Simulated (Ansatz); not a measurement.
(Cl)2Hf(OSiH2)2O (HfSi2Cl2O3H4), relaxed as a singlet with RKS B3LYP-D4/def2-SVP in Ansatz, starting from the GFN1-xTB geometry. Force threshold 0.02 eV/Å.

In the def2 sets Hf takes a core potential; there is no spin–orbit coupling. The relaxation made no stability test and no search for a lower SCF solution.

Start:

Cartesian coordinates in Å:
```
Hf 1.137 0.562 1.177
Cl 2.533 -0.741 2.466
Cl 1.523 2.764 1.736
O -0.674 0.117 1.554
Si -1.760 -0.417 0.459
O -0.974 -0.482 -1.008
Si 0.474 -0.222 -1.790
O 1.535 0.294 -0.664
H -2.825 0.552 0.338
H -2.154 -1.764 0.804
H 0.263 0.830 -2.759
H 0.922 -1.493 -2.312
```

```tsv
step	energy (eV)	largest force component (eV/Å)	SCF passes
1	-48311.2931	1.568	16
2	-48311.7260	1.140	24
3 (rejected)	-48311.6593	1.012	25
4	-48311.8164	0.212	26
5	-48311.8191	0.055	21
6	-48311.8195	0.009	22
```

Force components are those of the run's own axes.

End:

```
atom    x (Å)    y (Å)    z (Å)
 Hf1   1.2660   0.6283   1.3114
 Cl2   2.6444  -0.8479   2.5568
 Cl3   1.5509   2.9349   1.7893
  O4  -0.5976   0.1208   1.4616
 Si5  -1.7757  -0.4321   0.4003
  O6  -1.0629  -0.5278  -1.1010
 Si7   0.4173  -0.2431  -1.8074
  O8   1.4403   0.2942  -0.5890
  H9  -2.8916   0.5420   0.3584
 H10  -2.2217  -1.7801   0.8244
 H11   0.2814   0.8170  -2.8339
 H12   0.9492  -1.5062  -2.3708
```

By distances, no bond broke or formed. The bond that changes most is Hf1–Si7, from 3.14 to 3.35 Å (atoms count from 1).

No frequencies were taken in this run, so the end may be a saddle point.

Run time 43 s (4 threads of Arm Neoverse N1 on a shared host).
